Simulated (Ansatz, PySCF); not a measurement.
Dimer: CHN (SMILES C#N) (first 3 atoms) with C2H6O (SMILES COC); geometry from B3LYP-D3(BJ)/def2-TZVP, rigid monomers moved along the line of their centres of mass till H3···O5 is 3.50 Å.
(charge 0, multiplicity 1):
```xyz
12

C     -0.29344     0.18843    -0.30608
N     -0.36187     0.30994    -1.44480
H     -0.22674     0.07382     0.76550
C      0.20636    -1.55061     4.87101
O      0.01237    -0.29962     4.23802
C      0.06489     0.79292     5.13627
H     -0.57037    -1.73564     5.62173
H      1.18784    -1.59840     5.35653
H      0.14979    -2.31802     4.10093
H     -0.71773     0.71219     5.89924
H     -0.09345     1.70020     4.55583
H      1.04043     0.84799     5.63289
```

Interaction energies are E(AB) − E(A) − E(B) at the monomers' geometry in the complex; basis-set methods are counterpoise corrected.

Correlated levels freeze the cores.

Codes used: Ansatz (an electronic-structure program) with Gaussian orbitals; PySCF for the dispersion terms. Each number belongs to the level named beside it.

Q: Predict the interaction energy from PBE-D4/def2-TZVPPD.

A: -7 kJ/mol
